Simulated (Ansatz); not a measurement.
```yaml
crystal:
  periodic: [false, false, false]
  atoms:
    - {symbol: Ge, position_ang: [-0.003237, 0.007520, -1.210292]}
    - {symbol: Ge, position_ang: [0.003106, -0.007169, 1.210291]}
    - {symbol: H, position_ang: [0.831091, 1.169599, 1.749712]}
    - {symbol: H, position_ang: [0.613727, -1.316634, 1.733434]}
    - {symbol: H, position_ang: [-1.430737, 0.114683, 1.749355]}
    - {symbol: H, position_ang: [1.435909, -0.021004, -1.748265]}
    - {symbol: H, position_ang: [-0.697522, 1.274070, -1.734697]}
    - {symbol: H, position_ang: [-0.752336, -1.221066, -1.749527]}
basis:
  gaussian: {orbitals: def2-TZVP}
total_charge: -1
magnetization: {spin_polarized: true, initial_magnetization: 1}
hamiltonian: {xc: {name: r2SCAN50}, dispersion: d4, pseudopotentials: {relativity: scalar}}
scf: {lower_state_search: off}
output: {forces: true}
```

```sh
$ ansatz run in.yaml --threads 4 --pin off --events-out ev --progress --plain --max-ram 3916MiB
```

Shortened log:

```
Functional definition: r2SCAN50
940 factors; integrals over basis functions are off by at most 1.5e-3 eV
mean field evaluation 1: about -114063.4180 eV, gradient 1.4e1 eV
mean field evaluation 2: about -114063.6557 eV, gradient 1.3e1 eV
mean field evaluation 4: about -114063.9882 eV, gradient 4.2e-1 eV
mean field evaluation 8: about -114064.0380 eV, gradient 1.0e-1 eV
mean field evaluation 16: about -114064.0389 eV, gradient 7.0e-4 eV
mean field -114064.03891265 eV, -4191.7761146574 hartree, gradient 7.2e-6 eV, S^2 0.755804; 0 other end points of the search recorded, 0 dependent functions left out
reference -114064.03892096 eV, -4191.7761149628 hartree; 36, 35 occupied and 96, 97 virtual orbitals, 940 factors
Total energy: -114064.09394142 eV, -4191.7781369274 hartree
Relativity: scalar
Atom 0 at    -0.003237     0.007520    -1.210292 Å, force    -0.000321     0.003608    -1.300758 eV/Å
Atom 1 at     0.003106    -0.007169     1.210291 Å, force     0.000332    -0.003592     1.300765 eV/Å
Atom 2 at     0.831091     1.169599     1.749712 Å, force     0.025461     0.033712     0.445133 eV/Å
Atom 3 at     0.613727    -1.316634     1.733434 Å, force     0.021000    -0.038844     0.439484 eV/Å
Atom 4 at    -1.430737     0.114683     1.749355 Å, force    -0.043359    -0.002408     0.446261 eV/Å
Atom 5 at     1.435909    -0.021004    -1.748265 Å, force     0.042715     0.000086    -0.445780 eV/Å
Atom 6 at    -0.697522     1.274070    -1.734697 Å, force    -0.019189     0.040319    -0.440070 eV/Å
Atom 7 at    -0.752336    -1.221066    -1.749527 Å, force    -0.026641    -0.032881    -0.445036 eV/Å
Dipole moment:    -0.000030     0.000131    -0.000006 e Å
Checks for a lower state left out: stability, starts, cluster_reference, orbital_swaps, neighbouring_geometries, increment
```

Hardware: 4 threads of Intel Xeon on a shared host. Wall time 11 s.

The highest occupied level of an anion often lies above zero with these methods, and sets without diffuse functions describe the outer electron poorly.

The dipole of an ion depends on the origin.
